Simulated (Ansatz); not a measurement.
Geometry optimisation, Ansatz 0.2.0, RKS BLYP/def2-mTZVP.

The input (input.yaml):

```yaml
crystal:
  periodic: [false, false, false]
  atoms:
    - { symbol: Zn, position_ang: [0.2061, -0.1999, -0.4096] }
    - { symbol: F, position_ang: [-1.1391, 0.9835, -1.5577] }
    - { symbol: C, position_ang: [0.2535, -0.155, 1.585] }
    - { symbol: H, position_ang: [-0.64, 0.468, -2.5165] }
    - { symbol: Cl, position_ang: [0.5894, -0.7008, -2.9498] }
    - { symbol: H, position_ang: [-0.6254, -0.6607, 1.9645] }
    - { symbol: H, position_ang: [0.2171, 0.8842, 1.8862] }
    - { symbol: H, position_ang: [1.1385, -0.6193, 1.9981] }
basis:
  gaussian: { orbitals: def2-mTZVP }
hamiltonian:
  xc: blyp
relax:
  f_tol: 0.15
  max_steps: 25
  restrain:
    - { distance: [0, 4], at: 3.54, k: 30.0 }
    - { distance: [3, 1], at: 2.18, k: 30.0 }
    - { distance: [0, 1], at: 1.79, k: 30.0 }
    - { distance: [3, 4], at: 1.33, k: 30.0 }
```

Launched with:

```bash
$ ansatz run input.yaml --threads 2 --pin off --max-ram 3072MiB --backend cpu --events-out ev --progress --plain --runs-dir out
```

Problem. Where does it end, and by what steps?

Solution. It converged. The restraints hold the end off the free minimum. After 10 steps the energy has fallen by 0.149 eV (the restraints' own energy left out); Zn1 moved furthest, 1.13 Å. Parted: Zn1–Cl5. Joined: H4–Cl5.

```tsv
step	energy less start (eV)	largest force component (eV/Å)	accepted
0	0.0000	1.512	yes
1	0.4693	2.028	yes
2	0.4924	2.691	yes
3	0.4345	1.930	yes
4	0.1552	1.087	yes
5	-0.0154	0.496	yes
6	-0.1046	0.320	yes
7	-0.1195	0.515	yes
8	-0.1364	0.338	yes
9	-0.1474	0.215	yes
10	-0.1486	0.211	yes
```

```xyz
8
Properties=species:S:1:pos:R:3
Zn -0.562 0.526 -0.012
F -1.342 1.171 -1.494
C 0.227 -0.129 1.634
H -0.194 0.080 -2.984
Cl 0.725 -0.873 -2.999
H -0.460 -0.822 2.134
H 0.444 0.704 2.313
H 1.161 -0.658 1.409
```

Whether the end is a true minimum wasn't checked by a vibrational analysis.

The run took 27 s on 2 threads of Arm Neoverse V1, on a shared host, peak memory 0.2 GiB.
